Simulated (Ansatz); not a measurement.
CH7AlN2, SMILES `NC[NH][AlH2]`, 11 atoms. Charge 0, multiplicity 1. All runs use 2 threads of an Arm Neoverse V1 on a shared host. Correlated methods freeze the cores.

Q: Give the basis size and wall time and peak host memory of each of these runs in Ansatz. RKS PBE0-D4/def2-TZVP frequencies; RHF-CCSD(T)/def2-TZVPP energy; direct RPA on PBE orbitals/def2-TZVPP energy; RKS BHLYP-D4/def2-TZVPP energy; RKS PBE0-D4/def2-TZVP relaxation (6 steps); RKS revPBE-D4/def2-TZVPP energy; RKS CAM-B3LYP-D4/def2-TZVPP energy; RKS PBE0-D4/def2-SVP energy; RKS ωB97M-V/def2-SVP energy; RKS ωB97M-V/def2-QZVPP energy; RKS PBE0-D4/def2-QZVPP energy; RHF-CCSD(T)/def2-SVP energy. (Best estimate.)

A: Ansatz gave: Other jobs shared the machine, so times are rough.

| level | job | functions | wall time | peak host memory (GiB) |
| --- | --- | --- | --- | --- |
| RKS PBE0-D4/def2-SVP | energy | 95 | 1.6 s | 0.41 |
| RKS revPBE-D4/def2-TZVPP | energy | 233 | 2.8 s | 0.26 |
| RKS BHLYP-D4/def2-TZVPP | energy | 233 | 4.1 s | 0.47 |
| RHF-CCSD(T)/def2-SVP | energy | 95 | 4.5 s | 0.41 |
| RKS CAM-B3LYP-D4/def2-TZVPP | energy | 233 | 4.6 s | 0.53 |
| RKS ωB97M-V/def2-SVP | energy | 95 | 6.5 s | 0.41 |
| direct RPA on PBE orbitals/def2-TZVPP | energy | 233 | 8.5 s | 0.57 |
| RKS PBE0-D4/def2-QZVPP | energy | 451 | 12 s | 1.2 |
| RKS ωB97M-V/def2-QZVPP | energy | 451 | 28 s | 1.6 |
| RKS PBE0-D4/def2-TZVP | relaxation (6 steps) | 172 | 29 s | 0.37 |
| RKS PBE0-D4/def2-TZVP | frequencies | 172 | 3.2 min | 0.41 |
| RHF-CCSD(T)/def2-TZVPP | energy | 233 | 8.6 min | 1.7 |
